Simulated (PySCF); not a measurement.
Computed shifts of a molecule C3H6OSi, PBE/pcSseg-1 in PySCF, GIAO, gas phase, atoms alike by connectivity averaged where their shifts nearly agree, in ppm (number of nuclei): ¹³C: 170.5 (1), 86.6 (1), 60.2 (1). ²⁹Si: -36.9 (1). ¹H: 7.15 (1), 5.18 (2), 4.88 (1), 4.30 (2). References: ¹³C against TMS (σ = 182.0 ppm); ²⁹Si against TMS (σ = 335.4 ppm); ¹⁷O against H2O (σ = 334.3 ppm); ¹H against TMS (σ = 31.49 ppm), references at their B3LYP-D3(BJ)/def2-TZVP geometries, non-relativistic. Coordinates come from a PBE0-D3(BJ)/def2-SVP optimisation. Other conformers were not sampled.

### Question
Which molecule gave these data?
A) [SiH3][C@@H]1C=CO1
B) C1=C[SiH2]CO1
C) C#CCO[SiH3]
D) C[Si@H]1C=CO1

### Answer
B, C1=C[SiH2]CO1
